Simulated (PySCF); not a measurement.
Molfile (atoms numbered from 1):
```
CH2BF3S
     RDKit          3D

  8  7  0  0  0  0  0  0  0  0999 V2000
    1.5299    0.2199   -0.4056 B   0  0  0  0  0  0  0  0  0  0  0  0
    0.2408   -0.9585   -0.6913 S   0  0  0  0  0  0  0  0  0  0  0  0
   -1.1487   -0.2321    0.2574 C   0  0  0  0  0  0  0  0  0  0  0  0
   -1.4682    0.9764   -0.1819 F   0  0  0  0  0  0  0  0  0  0  0  0
   -2.2035   -1.0226    0.1155 F   0  0  0  0  0  0  0  0  0  0  0  0
   -0.8655   -0.1353    1.5488 F   0  0  0  0  0  0  0  0  0  0  0  0
    2.5777   -0.0374   -0.9370 H   0  0  0  0  0  0  0  0  0  0  0  0
    1.3440    1.1922    0.2744 H   0  0  0  0  0  0  0  0  0  0  0  0
  1  2  1  0
  2  3  1  0
  3  4  1  0
  3  5  1  0
  3  6  1  0
  1  7  1  0
  1  8  1  0
M  END
```

[PySCF 2.14.0 with density-fitted response routines: shieldings: GIAO PBE0/pcSseg-1; geometry: PBE0-D3(BJ)/def2-SVP; in vacuum; single conformer; non-relativistic Hamiltonian; fast rotation and ring inversion assumed for equivalent nuclei]

Referencing at the same level of theory: 13C and 1H vs TMS; 11B against BF3·OEt2; 33S against CS2; 19F vs CFCl3.

```tsv
atoms	nucleus	count	δ (ppm)
S2	33S	1	?
C3	13C	1	136.3
F4/F5/F6	19F	3	?
B1	11B	1	68.1
H7/H8	1H	2	7.36
```

Question: Fill in the missing shifts.

Answer: 
- S2: 259 ppm, sulfur bonded to C, B
- F4/F5/F6: -50.0 ppm, fluorine of an SCF3 group

Hydrogens on boron are broadened and split by 11B (spin 3/2, 80 %) and 10B (spin 3). Shifts are as computed. Against solution values, carbons near 30 ppm lie about +2 ppm off and those near 130 ppm about +5 ppm. Of 1211 compounds with measured shifts, 218 miss one by over three times the rms of a fit or turn the order of signals round; such compounds aren't used in these exercises. Unscaled 19F shifts against computed CFCl3 carry errors that often reach 10 to 50 ppm.
